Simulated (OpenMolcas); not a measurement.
# Lines of Br2+: computed and rescaled rates

- Program: OpenMolcas
- Method: RASSCF
- Basis: ANO-RCC-VQZP [7s6p4d2f1g]
- Scalar Hamiltonian: DKH2, point nucleus
- Active space: 3 electrons in 9 orbitals (RAS2 4p; RAS3 4d 5s, at most 1 electron)
- State averaging: 2S+1 = 4 odd, 1 root; 2S+1 = 2 odd, 8 roots; 2S+1 = 4 even, 18 roots; 2S+1 = 2 even, 54 roots
- Spin-orbit coupling: RASSI with atomic mean-field integrals over the reference wave functions, term energies averaged over their components

Rates come from the transition moments of the reference wave functions (E1 and E2 in the length form). At fixed line strength A goes as λ^-3 for E1 and M1 and as λ^-5 for E2, so a rate at the computed wavelength can be rescaled to the measured one. Measured vacuum wavelengths follow from level energies in Moore, Atomic Energy Levels, vol. II, NSRDS-NBS 35 (1971 reprint of NBS Circular 467, 1952). Branching counts decays inside the model space alone, at computed energies, and the table is only a selection of the E1 lines, drawn from those between levels with measured partners whose computed energy lies within a factor of 1.5 of the measured one.

| Upper | Lower | Type | λ computed (nm) | λ measured (nm) | A computed (s-1) | A rescaled (s-1) | Branching % |
| --- | --- | --- | --- | --- | --- | --- | --- |
| 4s2 4p2 5s 4P 5/2 | 4s2 4p3 4S* 3/2 | E1 | 66.24 | 66.55 | 3.76e+09 | 3.71e+09 | 99.0 |
| 4s2 4p2 5s 4P 3/2 | 4s2 4p3 4S* 3/2 | E1 | 67.25 | 67.72 | 2.92e+09 | 2.86e+09 | 98.1 |
| 4s2 4p2 5s 4P 1/2 | 4s2 4p3 4S* 3/2 | E1 | 68.15 | 68.77 | 2.76e+09 | 2.69e+09 | 94.1 |
| 4s2 4p2 5s 4P 3/2 | 4s2 4p3 2P* 3/2 | E1 | 88.05 | 83.97 | 2.17e+07 |  | 0.7 |

Spin-changing lines and M1 lines between different terms are not rescaled, since their strength hangs on the term gaps too.

The largest correction is for 4s2 4p2 5s 4P 1/2 → 4s2 4p3 4S* 3/2 (E1): 2.76e+09 × (68.15 / 68.77)^3 = 2.69e+09 s-1, a factor of 0.97.

The computed rate and branching of 4s2 4p2 5s 4P 5/2 → 4s2 4p3 4S* 3/2 give the upper level a radiative lifetime of 0.990 / 3.76e+09 s-1 = 2.63e-10 s, counting decays inside the model space alone. The rescaled rate gives about 2.7e-10 s.

No measured rate stands beside these. Rescaling mends the energy factor alone: line strengths can still be far off where a level mixes with configurations outside the active space, and weak or spin-changing lines hang on small mixing coefficients that depend on the term gaps too, so rescaling need not improve them.

ANO sets are built for valence states and can reach diffuse excited orbitals poorly, and with the s shell closed the s pⁿ⁺¹ terms that mix with these levels are absent. With the s shell closed, the reference lacks s² → p² mixing. Computed and measured levels are paired by configuration, term and J; levels that our copy of the source lacks, or whose pairing is in doubt (as where it misses far off the trend of its configuration), stay unpaired. Only configurations of the active space appear.

* marks odd parity.
